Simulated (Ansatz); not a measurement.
One change: `[OH][In]([OH])[Br]` becomes `[NH2][In]([OH])[Br]`.

Ansatz, PBE0-D4/def2-TZVP geometries, multiplicity 1. Each molecule was computed in one conformer, which needn't be the lowest.

Elements past krypton have def2 core potentials. Scalar relativity is left out up to krypton.

| property | `[OH][In]([OH])[Br]` |
| --- | --- |
| size of the dipole moment (ωB97M-V/def2-TZVPP) / D | 1.37 |
| HOMO energy (B3LYP/def2-TZVPP) / eV | -8.32 |
| size of the dipole moment (PBE/def2-TZVPP) / D | 1.36 |
| HOMO energy (ωB97M-V/def2-TZVPP) / eV | -10.83 |
| LUMO energy (PBE0/def2-TZVPP) / eV | -2.26 |
| LUMO energy (B3LYP/def2-TZVPP) / eV | -2.60 |

(1) What does the change do to each property? (Estimate.)

Results:

(1) Computed: 
```json
{"property": "size of the dipole moment (ωB97M-V/def2-TZVPP) / D", "`[NH2][In]([OH])[Br]`": "1.63", "shift": "0.26"}
{"property": "HOMO energy (B3LYP/def2-TZVPP) / eV", "`[NH2][In]([OH])[Br]`": "-7.59", "shift": "0.73"}
{"property": "size of the dipole moment (PBE/def2-TZVPP) / D", "`[NH2][In]([OH])[Br]`": "1.64", "shift": "0.28"}
{"property": "HOMO energy (ωB97M-V/def2-TZVPP) / eV", "`[NH2][In]([OH])[Br]`": "-10.17", "shift": "0.66"}
{"property": "LUMO energy (PBE0/def2-TZVPP) / eV", "`[NH2][In]([OH])[Br]`": "-1.79", "shift": "0.47"}
{"property": "LUMO energy (B3LYP/def2-TZVPP) / eV", "`[NH2][In]([OH])[Br]`": "-2.12", "shift": "0.48"}
```

With PBE0 the HOMO rises by 0.76 eV and the LUMO rises by 0.47 eV, so the gap narrows by about 0.29 eV. PBE moves the HOMO by 0.77 eV and ωB97M-V by 0.66 eV. Dipoles are sizes alone; their direction can turn.

B3LYP here is the variant with VWN-RPA as its local correlation; programs differ in this.

Spin–orbit coupling is left out; it splits and shifts lone-pair levels of the heavy atoms by tenths of an eV.
